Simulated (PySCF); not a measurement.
CH₄Cd, singlet, geometry from GFN2-xTB (such geometries of metal compounds can be far from the true shape) (core potentials on Cd). Base run: PBE0/def2-SVP, polarisability (PySCF).

The PySCF input:
```python
from pyscf import gto, scf, dft
from pyscf.prop import polarizability

mol = gto.Mole()
mol.atom = '''
    Cd   -0.28482786   -0.16099831   -0.03723469
    H    -1.82169872   -0.89080909   -0.28260927
    C     1.60392269    0.88944489    0.21518894
    H     2.08748122    0.66958913    1.16691056
    H     1.45972241    1.97081713    0.17840533
    H     2.32269637    0.64165234   -0.56657518
'''
mol.basis = 'def2-svp'
mol.ecp = {'Cd': 'def2-svp'}
mol.verbose = 4
mol.build()

mf = dft.RKS(mol)
mf.xc = 'pbe0'
mf.kernel()
alpha = mf.Polarizability().polarizability()[2, 2]
print('alpha_zz =', alpha)
```

Variants of this job, named by their change:

```csv
change,alpha_zz (bohr³),basis functions,core-seconds (rough)
base,34.10,65,20
basis = def2-TZVPD,40.55,113,40
functional = hf,32.51,65,2
finite field (a.u.) = 0.02; conv_tol = 1e-11,34.27,65,20
finite field (a.u.) = 2e-4; conv_tol = 1e-11,34.10,65,20
functional = camb3lyp,33.71,65,30
finite field (a.u.) = 0.001; conv_tol = 1e-11,34.10,65,10
finite field (a.u.) = 2e-4; conv_tol = 1e-6,28.99,65,9
finite field (a.u.) = 0.05; conv_tol = 1e-11,35.21,65,20
basis = def2-SVPD,39.98,86,20
"functional = lda,vwn",34.94,65,10
finite field (a.u.) = 0.005; conv_tol = 1e-11,34.11,65,20
```

Finite-field rows take the second difference of the energy in a field along z; a small field with loose convergence shows SCF noise divided by the square of the field, and a large one adds hyperpolarisability.
